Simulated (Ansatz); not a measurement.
Diatomic HCl-, multiplicity 2 (lowest of 2S+1 = 2, 4 at CCSD(T)/def2-TZVPP on PBE0 minima; our sources give no spin for the ground state, which may be another).

Seven points along R, fitted to fifth degree in 1/R; most abundant isotopes. Runs in def2 and cc sets follow the lowest solution found near the PBE0 minimum.

Cores are frozen in the correlated methods. CBS(a, b) extrapolates the correlation energy as X⁻³ and adds the Hartree–Fock energy of set b.

The values were computed with Ansatz (Gaussian orbitals). Each number belongs to the level named beside it.

Problem. What bond length and harmonic frequency does BHLYP/def2-TZVPP give?

Solution. r_e = 2.180 Å, ω_e = 582 cm⁻¹.

Problem. What bond length and harmonic frequency does CCSD/aug-cc-pV(T+d)Z give?

Solution. r_e = 2.086 Å, ω_e = 442 cm⁻¹.

Problem. What bond length and harmonic frequency does CCSD(T)/CBS(aug-cc-pV(Q+d)Z, aug-cc-pV(5+d)Z) give?

Solution. r_e = 2.058 Å, ω_e = 460 cm⁻¹.

Ansatz is a first-principles code.
